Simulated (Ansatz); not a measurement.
Abridged output of a molecular run in Ansatz:

```
Functional definition: HF
  name "HF"
  cite "Fock, Z. Phys. 61, 126 (1930) doi:10.1007/BF01340294"
  parent pbe
  exchange = exact_x
  correlation = 0
1134 factors; integrals over basis functions are off by at most 1.3e-3 eV
mean field evaluation 1: about -67686.5802 eV, gradient 4.9e1 eV
mean field evaluation 2: about -67686.6768 eV, gradient 5.0e1 eV
mean field evaluation 4: about -67691.2121 eV, gradient 3.0e0 eV
mean field evaluation 8: about -67691.2496 eV, gradient 2.5e-1 eV
mean field -67691.24974322 eV, -2487.6075452862 hartree, gradient 2.2e-6 eV, S^2 0.000000; 0 other end points of the search recorded, 0 dependent functions left out
14 core orbitals not correlated: weight in the atoms' cores, before any rotation towards them, 1.000 or more for the frozen orbitals, at most 0.000 for the correlated occupied ones
reference -67691.24974322 eV, -2487.6075452862 hartree; 24, 24 occupied and 79, 79 virtual orbitals, 1134 factors
second order -29.68268546 eV of doubles, -0.00000000 eV of singles
cycle   1  -29.37797556 eV  change    3.0e-1 eV  update   1.2e-1
cycle   2  -30.09309747 eV  change   -7.2e-1 eV  update   3.2e-2
cycle   3  -30.23739539 eV  change   -1.4e-1 eV  update   1.5e-2
cycle   4  -30.22333562 eV  change    1.4e-2 eV  update   2.7e-3
cycle   5  -30.22259408 eV  change    7.4e-4 eV  update   1.2e-3
cycle   6  -30.22303759 eV  change   -4.4e-4 eV  update   3.0e-4
cycle   7  -30.22283958 eV  change    2.0e-4 eV  update   1.2e-4
cycle   8  -30.22274854 eV  change    9.1e-5 eV  update   3.8e-5
cycle   9  -30.22275889 eV  change   -1.0e-5 eV  update   1.4e-5
perturbative correction -0.65969949 eV, -0.0242435089 hartree
Total energy: -67722.13220159 eV, -2488.7424546986 hartree
```

Its atoms:

Cartesian coordinates in Å:
```
F -0.4034 -0.0754 2.5109
C -0.5791 0.0787 1.2027
F -1.3654 -0.9340 0.7756
F -1.2933 1.2042 1.0222
O 0.5856 0.1113 0.5840
Ge 0.7232 -0.0698 -1.2211
H 0.6105 -1.5633 -1.5338
H -0.3964 0.7566 -1.8581
H 2.1185 0.4918 -1.4825
```

(1) Which basis set was used?
A. def2-TZVPPD
B. def2-SVP
C. def2-TZVPP
D. def2-QZVPP

(2) Write the keys of the input that set method, charge and spin (a neutral closed shell needs none for the last two).

Answers

(1) B. It gives 117 functions.

(2) 
```yaml
correlation: {method: ccsd_t}
```
